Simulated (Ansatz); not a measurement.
A run for Ansatz (an electronic-structure program): R-CCSD(T)/aug-cc-pV(D+d)Z on H2 (SMILES [H][H]). Files ending in .json are basis or fitting sets from the Basis Set Exchange.

Ansatz 0.2 input:
```yaml
crystal:
  periodic: [false, false, false]
  atoms:
    - {symbol: H, position_ang: [-0.09568005, 0.40653908, 3.24897988]}
    - {symbol: H, position_ang: [-0.08861366, -0.04939427, 2.65979387]}
basis:
  gaussian:
    orbitals: aug-cc-pV_D+d_Z.json
magnetization: {spin_polarized: false}
correlation: {method: ccsd_t, electrons: outside_noble_gas}
scf: {lower_state_search: off}
```

The head of its log:

```
WARN ansatz: RAYON_NUM_THREADS=1 ignored (pool sized by the plan → 1); use --threads N
Functional definition: HF
these checks for a lower state are left out or cut short: stability, starts, cluster_reference, orbital_swaps, neighbouring_geometries, increment
integrals: 0.00 GiB planned
166 factors; integrals over basis functions are off by at most 9.6e-4 eV
mean field: 0.03 GiB planned
mean field evaluation 1: about -30.6235 eV, gradient 3.8e0 eV
mean field evaluation 2: about -30.6225 eV, gradient 3.8e0 eV
mean field evaluation 4: about -30.7167 eV, gradient 5.7e-2 eV
mean field evaluation 8: about -30.7167 eV, gradient 3.8e-6 eV
mean field -30.71673138 eV, -1.1288190578 hartree, gradient 3.8e-6 eV, S^2 0.000000; 0 other end points of the search recorded, 0 dependent functions left out
reference -30.71673138 eV, -1.1288190578 hartree; 1, 1 occupied and 17, 17 virtual orbitals, 166 factors
```

Q: What total energy does the run end on?

A: -1.1647 hartree (reference determinant -1.1288, T1 diagnostic 0.005).
